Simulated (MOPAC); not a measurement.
MOPAC input (PM3):

```
PM3 FORCE THERMO(298,298) PRECISE LET CHARGE=-1 GEO-OK AUX(PRECISION=9) THREADS=1
H2ClGeO

Ge    0.04801389 1   -0.46078790 1    0.14536955 1
O     1.70146263 1   -0.67456886 1   -0.53590826 1
Cl   -0.85327805 1    1.55783786 1    0.19381323 1
H    -0.75459512 1   -1.56119867 1    0.73209554 1
H     2.35930311 1   -0.45077250 1    0.10491212 1
```

Output:

```
 *******************************************************************************
 **                                                                           **
 **                              MOPAC v23.2.5                                **
 **                                                                           **
 *******************************************************************************
 ** MOPAC's Digital Object Identifier: https://doi.org/10.5281/zenodo.6511958 **
 **                                                                           **
 ** Please cite the open-source release paper for use of this MOPAC version:  **
 ** J. E. Moussa and J. J. P. Stewart (2026)                                  **
 ** MOPAC: An open-source semiempirical molecular orbital program             **
 ** J. Open Source Softw., 11(119), 8025, https://doi.org/10.21105/joss.08025 **
 *******************************************************************************

                              PM3 CALCULATION RESULTS

 *******************************************************************************
 *  PM3        - The PM3 Hamiltonian to be used
 *  GEO-OK     - OVERRIDE INTERATOMIC DISTANCE AND OTHER SAFETY CHECKS
 *
 *
 *
 *                 CHARGE ON SYSTEM = -1
 *
 *
 *
 *  LET        - OVERRIDE SOME SAFETY CHECKS
 *  PRECISE    - TIGHTER CRITERIA TO BE USED
 *  FORCE      - FORCE CALCULATION SPECIFIED
 *  AUX        - OUTPUT AUXILIARY INFORMATION
 *  THERMO     - THERMODYNAMIC QUANTITIES TO BE CALCULATED
 *******************************************************************************
PM3 FORCE THERMO(298,298) PRECISE LET CHARGE=-1 GEO-OK AUX(PRECISION=9) THREADS=1
 H2ClGeO

   ATOM   CHEMICAL          X               Y               Z
  NUMBER   SYMBOL      (ANGSTROMS)     (ANGSTROMS)     (ANGSTROMS)

     1      Ge          0.04801389  *  -0.46078790  *   0.14536955  *
     2       O          1.70146263  *  -0.67456886  *  -0.53590826  *
     3      Cl         -0.85327805  *   1.55783786  *   0.19381323  *
     4       H         -0.75459512  *  -1.56119867  *   0.73209554  *
     5       H          2.35930311  *  -0.45077250  *   0.10491212  *

          CARTESIAN COORDINATES

    NO.       ATOM           X           Y           Z

     1        Ge          0.0480     -0.4608      0.1454
     2         O          1.7015     -0.6746     -0.5359
     3        Cl         -0.8533      1.5578      0.1938
     4         H         -0.7546     -1.5612      0.7321
     5         H          2.3593     -0.4508      0.1049

  H: (PM3): J. J. P. STEWART, J. COMP. CHEM. 10, 209 (1989).
  O: (PM3): J. J. P. STEWART, J. COMP. CHEM. 10, 209 (1989).
 Cl: (PM3): J. J. P. STEWART, J. COMP. CHEM. 10, 209 (1989).
 Ge: (PM3): J. J. P. STEWART, J. COMP. CHEM. 12, 320-341 (1991).

           Empirical Formula: H2 O Ge Cl  =     5 atoms

[...]
 TRANSITION DIPOLE   0.4809         Ge1 -- H 4         +45.7% ( 62.0%)      0.0%
 TRAVEL (Ang.)       0.5588         Ge1 -- O 2          +4.1% ( 18.5%)      2.4%
 REDUCED MASS        0.4986         Ge1 -- Cl3          +0.2% (  4.5%)      3.4%
 EFFECTIVE MASS      2.0022
 FORCE CONSTANT      0.0551

 VIBRATION          5    5A          ATOM PAIR     ENERGY CONTRIBUTION    RADIAL
 FREQUENCY           589.23         Ge1 -- H 4         +92.0% ( 97.7%)      0.1%
 TRANSITION DIPOLE   0.4085         Ge1 -- O 2          +5.1% ( 23.1%)     80.7%
 TRAVEL (Ang.)       0.3472         O 2 -- H 5          +2.0% ( 14.4%)      5.9%
 REDUCED MASS        0.9493         Ge1 -- Cl3          +0.8% (  9.4%)      9.1%
 EFFECTIVE MASS      2.7842
 FORCE CONSTANT      0.1942

 VIBRATION          6    6A          ATOM PAIR     ENERGY CONTRIBUTION    RADIAL
 FREQUENCY           802.89         Ge1 -- O 2         +60.0% (104.8%)     99.8%
 TRANSITION DIPOLE   0.7111         O 2 -- H 5         +35.5% ( 80.6%)     12.5%
 TRAVEL (Ang.)       0.0849         Ge1 -- H 4          +2.5% ( 21.4%)     62.0%
 REDUCED MASS       11.6551         Ge1 -- Cl3          +2.0% ( 19.1%)     21.6%
 EFFECTIVE MASS     23.2854
 FORCE CONSTANT      4.4267

 VIBRATION          7    7A          ATOM PAIR     ENERGY CONTRIBUTION    RADIAL
 FREQUENCY          1087.82         O 2 -- H 5         +96.7% ( 99.3%)      1.1%
 TRANSITION DIPOLE   0.4236         Ge1 -- O 2          +3.2% ( 18.1%)     22.9%
 TRAVEL (Ang.)       0.2563
 REDUCED MASS        0.9438
 EFFECTIVE MASS      1.8615
 FORCE CONSTANT      0.6580

 VIBRATION          8    8A          ATOM PAIR     ENERGY CONTRIBUTION    RADIAL
 FREQUENCY          1834.47         Ge1 -- H 4         +99.9% (100.0%)    100.0%
 TRANSITION DIPOLE   0.1328
 TRAVEL (Ang.)       0.1923
 REDUCED MASS        0.9941
 EFFECTIVE MASS      1.2075
 FORCE CONSTANT      1.9710

 VIBRATION          9    9A          ATOM PAIR     ENERGY CONTRIBUTION    RADIAL
 FREQUENCY          3923.75         O 2 -- H 5         +99.6% (100.0%)    100.0%
 TRANSITION DIPOLE   0.0887         Ge1 -- O 2          +0.4% (  6.0%)     13.0%
 TRAVEL (Ang.)       0.1346
 REDUCED MASS        0.9482
 EFFECTIVE MASS      1.3856
 FORCE CONSTANT      8.6012

      SYMMETRY NUMBER FOR POINT-GROUP C1  =  1

          SYSTEM IS A GROUND STATE

 H2ClGeO

          MOLECULE IS NOT LINEAR

          THERE ARE  9 GENUINE VIBRATIONS IN THIS SYSTEM
          THIS THERMODYNAMICS CALCULATION IS LIMITED TO
          MOLECULES WHICH HAVE NO INTERNAL ROTATIONS

                    CALCULATED THERMODYNAMIC PROPERTIES
                                          *
   TEMP. (K)   PARTITION FUNCTION   H.O.F.    ENTHALPY  HEAT CAPACITY ENTROPY
                                   KCAL/MOL   CAL/MOLE    CAL/K/MOL  CAL/K/MOL

 298.00  VIB.     0.4199D+01                  1263.1549     8.6037     7.0902
         ROT.     0.7587D+05                   888.2803     2.9808    25.3106
         INT.     0.3186D+06                  2151.4352    11.5845    32.4008
         TRA.     0.1368D+28                  1480.4672     4.9680    40.4061
         TOT.                     -145.274    3631.9023    16.5526    72.8068

   *: NOTE: HEATS OF FORMATION ARE RELATIVE TO THE
            ELEMENTS IN THEIR STANDARD STATE AT 298K
              (=  Standard Enthalpy of Formation).

            Hvib:  Zero-point energy is not included.
                   frequencies of less than zero cm-1 are not included.
            Hrot = (3/2)RT
            Htra = (3/2)RT + pV = (5/2)RT

            Heat capacity is Cp, not Cv

          For more information, see: HTTP://OpenMOPAC.net/Manual/thermochemistry.html

           FORCE CONSTANT IN CARTESIAN COORDINATES (Millidynes/A)

    ATOM   CHEMICAL       X               Y               Z
   NUMBER   SYMBOL  FORCE CONSTANT  FORCE CONSTANT  FORCE CONSTANT

      1      Ge        5.884489        2.260418        0.702306
      2       O        6.214969        0.402827        7.608933
      3      Cl        0.365221        0.981013        0.037672
      4       H        0.775053        1.402221        0.083890
      5       H        1.787584        0.249360        7.319288

 **********************
 *                    *
 * JOB ENDED NORMALLY *
 *                    *
 **********************

 == MOPAC DONE ==
```

The dipole moment of an ion depends on the origin.
